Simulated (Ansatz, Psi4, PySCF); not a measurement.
Species: PH₅, charge 0, multiplicity 1. SMILES: [H][P@TB7]([H])([H])([H])[H]
Structure (B3LYP-D3(BJ)/def2-TZVP (Ansatz, a program for electronic structure) minimum search):
```xyz
6

P      0.0000     0.0000     0.0000
H      0.0076    -0.0062     1.4787
H     -0.0076     0.0062    -1.4787
H      1.4251     0.0061    -0.0073
H     -0.7179     1.2311     0.0089
H     -0.7073    -1.2373    -0.0016
```
Charge 0, spin multiplicity 1.

B3LYP/6-31G* beside other levels, property by property. Set-up: non-relativistic; dispersion terms only where a functional's name holds one; 6-31G* and kin with 6d, 5d where marked; open shells spin-unrestricted; valence correlation only; each state is the SCF solution reached for its charge and spin; no spin-orbit coupling; atomisation electronic, to ground-state atoms. CBS(X,Y): correlation extrapolated as X^-3; Hartree-Fock from the larger set. [CCSD(T)-MP2]/basis is that difference in the basis named. First-principles rows: single points at B3LYP-D3(BJ) geometries (Ansatz), with unscaled harmonic terms from B3LYP/6-31G* (Ansatz) at its own minima, enthalpies of formation by atomisation with measured atoms. Levels can end on unlike triplets.

Coupled cluster (Ansatz) is a level with limits of its own, used here on species with T1 under 0.025 (0.045 for open shells) and stable references: (a) RI-MP2/CBS(aug-cc-pV(T+d)Z,aug-cc-pV(Q+d)Z)+[CCSD(T)-MP2]/aug-cc-pV(T+d)Z; (b) CCSD(T)/CBS(def2-TZVPPD,def2-QZVPPD).

| property | B3LYP/6-31G* (Ansatz) | M06-2X/6-31G* (5d) (PySCF) | wB97X-D/6-31G* (Psi4) | wB97M-V/def2-TZVPD (Ansatz) | to compare with |
|---|---|---|---|---|---|
| atomisation energy (kcal/mol) | 306.7 | 301.0 | 305.8 | 314.9 | 313.1 coupled cluster (b) |
| vertical ionisation energy to the doublet (eV) | 8.65 | 8.71 | 8.69 | 8.78 | 8.92 coupled cluster (a) |
| enthalpy of formation at 298 K (kcal/mol) | 49.7 | 55.5 | 50.7 | 41.6 | 43.3 coupled cluster (b) |
| vertical triplet-singlet gap, E(triplet) - E(singlet) (eV) | 5.48 | 5.69 | 5.96 | 4.56 | 4.46 coupled cluster (a) |

As the rows show:
- atomisation energy: B3LYP/6-31G* lies 6.4 kcal/mol below coupled cluster.
- vertical ionisation energy to the doublet: B3LYP/6-31G* lies 0.27 eV below coupled cluster.
- enthalpy of formation at 298 K: B3LYP/6-31G* lies 6.4 kcal/mol above coupled cluster.
- vertical triplet-singlet gap, E(triplet) - E(singlet): B3LYP/6-31G* lies 1.02 eV above coupled cluster.

The properties are those with a value to compare with, at most eight drawn at random. No case is left out for the size of its miss. Left out are saddle points of the reference geometry, anions that the best level run finds unbound, excited spin states, species near biochemistry, 298 K rows of species without real B3LYP wavenumbers, cases with under five habitual levels, runs that failed or that the program found above a lower state of the same kind, table entries that another table contradicts, and a share of species set aside by lot.
